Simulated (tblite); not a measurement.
Compound: C₅HClF₂OS.
Cartesian coordinates in Å at the GFN2-xTB level; atoms count from 1:
```xyz
11
C5HClF2OS angstrom
O     -2.662   -1.635   -0.129
C     -2.118   -0.588   -0.019
F     -2.853    0.547    0.133
C     -0.699   -0.311   -0.021
S      0.414   -1.632   -0.203
C      1.758   -0.548   -0.110
Cl     3.351   -1.122   -0.217
C      1.381    0.758    0.052
C     -0.016    0.883    0.102
F     -0.607    2.060    0.254
H      2.057    1.589    0.133
```

Computed values, GFN2-xTB/tblite, gas phase, harmonic and unscaled. This tight-binding method is rough: wavenumbers can miss measured ones by several per cent, in bad cases by 10 to 20. One conformer, not necessarily the lowest.

Harmonic wavenumbers (cm⁻¹): 57.5, 87.8, 112.9, 191.4, 211.1, 293.9, 296.0, 332.4, 420.8, 450.6, 508.5, 562.2, 576.8, 676.3, 688.5, 718.4, 809.8, 926.0, 945.5, 1024.7, 1127.9, 1210.3, 1410.5, 1421.2, 1538.4, 1813.4, 3155.3.

A = 2054, B = 620.4, C = 476.4 MHz; mass 181.940 u (most abundant isotopes); point group Cs, symmetry number 1.

Question: Zero-point energy?

Answer: Half the sum of the wavenumbers: 10784 cm⁻¹ = 129.01 kJ/mol.

Question: Entropy at 298.15 K, 1 bar (ideal gas, RRHO, classical rotation)?

Answer: Translation 173.75, rotation 128.24, vibration 103.75: S = 405.7 J/(mol K).

Question: And Cp and H(298.15 K) − H(0)?

Answer: Cp = 141.59 J/(mol K), of which vibrations give 108.33 (their classical limit is 27 R = 224.5); H(298.15 K) − H(0) = 26.65 kJ/mol without the zero-point energy, 16.73 from vibrations.

Question: Which modes carry the vibrational entropy at 298.15 K?

Answer: 57.5 cm⁻¹: 19.00; 87.8 cm⁻¹: 15.52; 112.9 cm⁻¹: 13.47; 191.4 cm⁻¹: 9.26; 211.1 cm⁻¹: 8.51; 293.9 cm⁻¹: 6.07 J/(mol K); the other 21 give 31.92 together.

Question: Blend soft modes into free rotors: weight 1/[1 + (100 cm⁻¹/ν̃)⁴] for the oscillator and the rest for a rotor with moment μB/(μ + B), μ = h/(8π²ν), B = 10⁻⁴⁴ kg m². What vibrational entropy results?

Answer: 96.88 J/(mol K) in place of 103.75, which changes −T·S at 298.15 K by +2.05 kJ/mol.

Hindered rotation and anharmonicity are outside this model. Other conformers, if any are populated, would add a mixing term that is left out.
